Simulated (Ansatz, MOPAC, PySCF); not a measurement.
Species: SrCl (charge +1, singlet). SMILES: [Cl][Sr+]
Structure (B3LYP-D3(BJ)/def2-TZVP (Ansatz, a first-principles code) minimum search):
```
Sr
Cl 1 2.4819
```
Charge +1, spin multiplicity 1.

Wanted: vertical ionisation energy to the doublet, in eV. Set-up: each state is the SCF solution reached for its charge and spin; UHF or UKS for open shells; STO-3G and 3-21G all-electron and non-relativistic; no spin-orbit coupling; def2 sets with scalar-relativistic core potentials past Kr. Ab initio and DFT rows: single points at B3LYP-D3(BJ) geometries (Ansatz). Semi-empirical rows: differences of heats of formation at the shared geometry for vertical values. The spin state of an ion or metal species was assumed, not searched.

```tsv
species	coefficient	E at B3LYP/STO-3G (Ansatz), Eh	E at M06-2X/def2-TZVPD (PySCF), Eh	heat of formation at MNDO (MOPAC), kcal/mol
charge 2, doublet	+1	-3555.23301	-490.14502	457.91
charge 1, singlet	-1	-3555.70533	-490.70044	109.62
```

 1 Eh = 27.2114 eV and 1 eV = 23.0605 kcal/mol.

Question: Work the quantity out at each level.

Answer: 
- B3LYP/STO-3G: the sum of coefficient times E is 0.47232 Eh, or 12.852 eV. Result: 12.85 eV.
- M06-2X/def2-TZVPD: the sum of coefficient times E is 0.55542 Eh, or 15.114 eV. Result: 15.11 eV.
- MNDO: the sum of coefficient times heat of formation is 348.29 kcal/mol, or 15.10 eV.
